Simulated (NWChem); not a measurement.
System: BNH3F; SMILES NBF

The following NWChem deck was run.

```
start job
memory heap 200 mb stack 900 mb global 1100 mb
geometry units angstroms noautosym nocenter noautoz
  B     -0.486616     0.073353     0.000000
  H     -1.681822     0.102167     0.000000
  F      0.196205     1.230028     0.000000
  N      0.208728    -1.139008     0.000000
  H      1.218733    -1.194037     0.000000
  H     -0.257592    -2.033736     0.000000
end
basis spherical
  B library pcsseg-1
  H library pcsseg-1
  F library pcsseg-1
  N library pcsseg-1
end
dft
  xc slater vwn_5
  iterations 150
end
property
  shielding
end
task dft property
```

Output (shortened):

```
             Northwest Computational Chemistry Package (NWChem) 7.3.0
             --------------------------------------------------------

                             Geometry "geometry" -> ""
                             -------------------------

 Output coordinates in angstroms (scale by  1.889725989 to convert to a.u.)

  No.       Tag          Charge          X              Y              Z
 ---- ---------------- ---------- -------------- -------------- --------------
    1 B                    5.0000    -0.48661600     0.07335300     0.00000000
    2 H                    1.0000    -1.68182200     0.10216700     0.00000000
    3 F                    9.0000     0.19620500     1.23002800     0.00000000
    4 N                    7.0000     0.20872800    -1.13900800     0.00000000
    5 H                    1.0000     1.21873300    -1.19403700     0.00000000
    6 H                    1.0000    -0.25759200    -2.03373600     0.00000000

 Effective nuclear repulsion energy (a.u.)      64.8450486547

                              NWChem Property Module
                              ----------------------

  itol2e modified to match energy
  convergence criterion.

                                 NWChem DFT Module
                                 -----------------

 Summary of "ao basis" -> "ao basis" (spherical)
 ------------------------------------------------------------------------------
       Tag                 Description            Shells   Functions and Types
 ---------------- ------------------------------  ------  ---------------------
 B                          pcsseg-1                 7       17   3s3p1d
 H                          pcsseg-1                 3        5   2s1p
 F                          pcsseg-1                 7       17   3s3p1d
 N                          pcsseg-1                 7       17   3s3p1d

  itol2e modified to match energy
  convergence criterion.

            General Information
            -------------------
          SCF calculation type: DFT
          Wavefunction type:  closed shell.
          No. of atoms     :     6
          No. of electrons :    24
           Alpha electrons :    12
            Beta electrons :    12
          Charge           :     0
          Spin multiplicity:     1
          Use of symmetry is: off; symmetry adaption is: off
          Maximum number of iterations: 150
          AO basis - number of functions:    66
                     number of shells:    30
          Convergence on energy requested:  1.00D-07
          Convergence on density requested:  1.00D-05
          Convergence on gradient requested:  5.00D-04

              XC Information
              --------------
                        Slater Exchange Functional  1.000 local
                      VWN V Correlation Functional  1.000 local

             Grid Information
             ----------------
          Grid used for XC integration:  fine
          Radial quadrature: Mura-Knowles
          Angular quadrature: Lebedev.
          Tag              B.-S. Rad. Rad. Pts. Rad. Cut. Ang. Pts.
          ---              ---------- --------- --------- ---------
          B                   0.85       70           8.0       590
          H                   0.35       60          10.0       590
          F                   0.50       70          10.0       590
          N                   0.65       70           8.0       590
          Grid pruning is: on
          Number of quadrature shells:   390
          Spatial weights used:  Erf1

      Superposition of Atomic Density Guess
      -------------------------------------

 Sum of atomic energies:        -179.66985704

      Non-variational initial energy
      ------------------------------

 Total energy =    -180.790186
 1-e energy   =    -374.477215
 2-e energy   =     128.841980
 HOMO         =      -0.394795
 LUMO         =       0.068246

[...]

          -----------------------------------------
          Chemical Shielding Tensors (GIAO, in ppm)
          -----------------------------------------

                                NWChem CPHF Module
                                ------------------

  scftype          =     RHF
  nclosed          =       12
  nopen            =        0
  variables        =      648
  # of vectors     =        3
  tolerance        = 0.10D-03
  level shift      = 0.00D+00
  max iterations   =       50
  max subspace     =       30

 SCF residual:    3.8265751652189906E-006

Iterative solution of linear equations
  No. of variables      648
  No. of equations        3
  Maximum subspace       30
        Iterations       50
       Convergence  1.0D-04

   iter   nsub   residual    time
   ----  ------  --------  ---------
     1      3    2.84D-06      18.1

      Atom:    1  B
        Diamagnetic
    196.6750     -0.3898     -0.0000
     -0.3898    207.9486      0.0000
     -0.0000      0.0000    183.0086

        Paramagnetic
   -149.5949    -19.4791      0.0000
    -19.4791   -148.3396      0.0000
      0.0000      0.0000    -95.2415

        Total Shielding Tensor
     47.0801    -19.8690      0.0000
    -19.8690     59.6091      0.0000
      0.0000      0.0000     87.7671

           isotropic =      64.8188
          anisotropy =      34.4225

          Principal Components and Axis System
                 1           2           3
               87.7671     74.1777     32.5115

      1        -0.0000     -0.5913      0.8064
      2         0.0000      0.8064      0.5913
      3         1.0000     -0.0000     -0.0000

      Atom:    2  H
        Diamagnetic
     37.4933     -0.4217      0.0000
     -0.4217     26.1998      0.0000
      0.0000      0.0000     23.5894

        Paramagnetic
     -8.7852     -0.5158      0.0000
     -0.5158      0.1068     -0.0000
      0.0000     -0.0000      0.8093

        Total Shielding Tensor
     28.7081     -0.9375      0.0000
     -0.9375     26.3067      0.0000
      0.0000      0.0000     24.3988

           isotropic =      26.4712
          anisotropy =       3.8394

          Principal Components and Axis System
                 1           2           3
               29.0307     25.9840     24.3988

      1         0.9456      0.3254     -0.0000
      2        -0.3254      0.9456     -0.0000
      3         0.0000      0.0000      1.0000

      Atom:    3  F
        Diamagnetic
    466.5509     11.3551      0.0000
     11.3551    485.0141      0.0000
      0.0000      0.0000    464.6553

        Paramagnetic
   -298.1662     63.9311     -0.0000
     63.9311   -328.2937      0.0000
     -0.0000      0.0000    -26.5635

        Total Shielding Tensor
    168.3847     75.2862     -0.0000
     75.2862    156.7204      0.0000
     -0.0000      0.0000    438.0918

           isotropic =     254.3989
          anisotropy =     275.5393

          Principal Components and Axis System
                 1           2           3
              438.0918    238.0643     87.0407

      1        -0.0000      0.7339     -0.6793
      2        -0.0000      0.6793      0.7339
      3         1.0000      0.0000     -0.0000

      Atom:    4  N
        Diamagnetic
    324.7013     -1.8615      0.0000
     -1.8615    329.7066     -0.0000
      0.0000     -0.0000    303.0065

        Paramagnetic
   -184.1838    -76.5000      0.0000
    -76.5000   -164.8607     -0.0000
      0.0000     -0.0000   -102.4025

        Total Shielding Tensor
    140.5175    -78.3614      0.0000
    -78.3614    164.8459     -0.0000
      0.0000     -0.0000    200.6040

           isotropic =     168.6558
          anisotropy =      94.9888

          Principal Components and Axis System
                 1           2           3
              231.9817    200.6040     73.3818

      1        -0.6506     -0.0000      0.7594
      2         0.7594      0.0000      0.6506
      3        -0.0000      1.0000     -0.0000

      Atom:    5  H
        Diamagnetic
     42.5170     -2.7663     -0.0000
     -2.7663     26.6290     -0.0000
     -0.0000     -0.0000     21.3232

        Paramagnetic
     -8.2742     -0.7091     -0.0000
     -0.7091     -1.3936      0.0000
     -0.0000      0.0000      2.2798

        Total Shielding Tensor
     34.2429     -3.4754     -0.0000
     -3.4754     25.2353      0.0000
     -0.0000      0.0000     23.6030

           isotropic =      27.6937
          anisotropy =      11.6013

          Principal Components and Axis System
                 1           2           3
               35.4279     24.0503     23.6030

      1         0.9465      0.3227      0.0000
      2        -0.3227      0.9465      0.0000
      3        -0.0000     -0.0000      1.0000

      Atom:    6  H
        Diamagnetic
     28.1031      6.7642      0.0000
      6.7642     41.1413     -0.0000
      0.0000     -0.0000     21.8543

        Paramagnetic
     -2.7320     -4.2867      0.0000
     -4.2867     -7.5009      0.0000
      0.0000      0.0000      1.9193

        Total Shielding Tensor
     25.3711      2.4775      0.0000
      2.4775     33.6405      0.0000
      0.0000      0.0000     23.7736

           isotropic =      27.5951
          anisotropy =      10.0963

          Principal Components and Axis System
                 1           2           3
               34.3259     24.6857     23.7736

      1         0.2666      0.9638     -0.0000
      2         0.9638     -0.2666      0.0000
      3         0.0000      0.0000      1.0000
```

Level: LDA (Slater exchange, VWN5)/pcSseg-1, GIAO. Structure relaxed at the B3LYP/6-31G* (spherical d) level. The printed shielding anisotropy is the first printed principal value minus the mean of the other two.
